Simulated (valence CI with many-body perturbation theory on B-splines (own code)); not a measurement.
Values are calculated unless marked as measured or tabulated.
## Sensitivity of CI+MBPT for Rh12+

Method: relativistic CI+MBPT: five valence electrons over a frozen Dirac-Fock core [Ar] 3d10, radial functions for each j: 6 s, 6 p, 5 d, 3 f, 1 g, with the one-electron correlation potential Σ1 (screened to all orders), the two-electron term Σ2, the three-electron term Σ3, Breit, model QED; selected single and double excitations, second order for the rest, scaled by the run's own slope (own B-spline code, finite nucleus).

No measured levels were compared; by estimate levels hold to about 250 cm⁻¹ or 0.2 % of their energy and the worst to 1 %, as in measured heavy ions of charge 2 to 7; those with d or f electrons hold less well. Among the levels kept, up to 830 cm⁻¹ of a level comes from second order outside the variational space, and about a tenth of that is noise between levels of different J, which matters for small intervals.

The reference run has the lowest level 4s2 4p3 4S°_3/2 and an ionisation energy of 278.340 eV. Its largest variational space holds 9983 state functions.

Names give the largest LS component (configuration and term), which can be under half, so a name can repeat, a term be missing and a line seem to break the LS rules; names also repeat where a configuration has a term twice.

| Level | Reference (cm⁻¹) | Shift (cm⁻¹) |
| --- | --- | --- |
| 4s2 4p3 2D°_3/2 | 35991 | +26 |
| 4s2 4p3 2D°_5/2 | 49308 | +37 |
| 4s2 4p3 2P°_1/2 | 72648 | +39 |
| 4s2 4p3 2P°_3/2 | 100912 | +84 |
| 4s 4p4 4P_5/2 | 283975 | +131 |
| 4s 4p4 4P_3/2 | 308259 | +158 |
| 4s 4p4 4P_1/2 | 313794 | +158 |
| 4s 4p4 2D_3/2 | 350098 | +158 |
| 4s 4p4 2D_5/2 | 359615 | +173 |
| 4s 4p4 2S_1/2 | 395626 | +167 |
| 4s 4p4 2P_3/2 | 402333 | +171 |
| 4s2 4p2 4d 4F_3/2 | 439034 | +132 |

The ionisation energy moves by +0.058 eV.

**Question.** Which of these changes was made?
A. factor on the speed of light 1 → 10; QED terms on → off
B. scale of Σ1 1 → -1
C. correlating orbitals by l 3 3 3 2 1 → 4 4 0 0 0
D. screening of Σ1 on → off

**Answer.** D. screening of Σ1 on → off.
